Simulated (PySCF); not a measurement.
Ga (gallium, neutral) across methods

[Ar] 3d10 4s2 4p1, 2P determinant. Computed with PySCF 2.14 in aug-cc-pVTZ-PP with one added diffuse shell each of s, d, f type with ECP10MDF (7s5p5d3f, 68 functions), with scalar relativity through the core potential. The B2PLYP total includes its PT2 part (frozen core); its orbital energies are those of the SCF part.

```tsv
method	E (hartree)	mean ε 4s α (eV)	mean ε 4s β (eV)	mean ε 4p α (eV)	Σ⟨r²⟩ (bohr²)	⟨S²⟩
r2SCAN	-259.3418	-9.368	-8.737	-3.167	38.80	0.756
PBE	-259.4575	-9.073	-8.496	-2.915	39.63	0.752
UHF	-258.30207	-12.661	-10.998	-5.822	39.93	0.763
CAM-B3LYP	-259.4238	-11.621	-10.803	-4.750	39.11	0.753
LDA	-259.0300	-9.352	-8.830	-2.907	39.36	0.751
wB97X-V	-259.4126	-12.520	-11.626	-5.574	39.10	0.754
PBE0	-259.4132	-10.146	-9.335	-3.742	39.26	0.754
B2PLYP	-259.0707	-11.109	-10.094	-4.387	39.54	0.755
BP86	-259.5877	-9.225	-8.694	-3.004	39.37	0.752
```

Energies and moments cover only the electrons outside the core potential.
